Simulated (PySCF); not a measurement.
Ionisation energy of La²⁺ by level of theory

La²⁺ [Xe] 5d1 (2D) → La³⁺ [Xe] (1S), as a difference of total energies. Calculation: PySCF 2.14, in ANO-RCC-VDZP (7s6p4d2f1g, 68 functions); scalar relativity by spin-free X2C-1e. Correlated levels: valence: [Kr] 4d10 frozen. The calculations carry no spin-orbit coupling.

| method | ionisation energy (eV) |
| --- | --- |
| UHF | 18.070 |
| MP2 (valence) | 18.587 |
| SCS-MP2 (valence) | 18.541 |
| CCSD (valence) | 18.663 |
| CCSD(T) (valence) | 18.692 |

How much does correlation contribute at CCSD(T) (valence)?

18.692 − (18.070) = 0.622 eV, measured against UHF.

A first-order spin-orbit estimate (lowest level to lowest level, LS coupling) adds 0.139 eV.

Errors of the correlated levels include the incompleteness of this basis and the frozen core.

For comparison: 19.177 eV (measured; NIST Atomic Spectra Database, ionization energies).
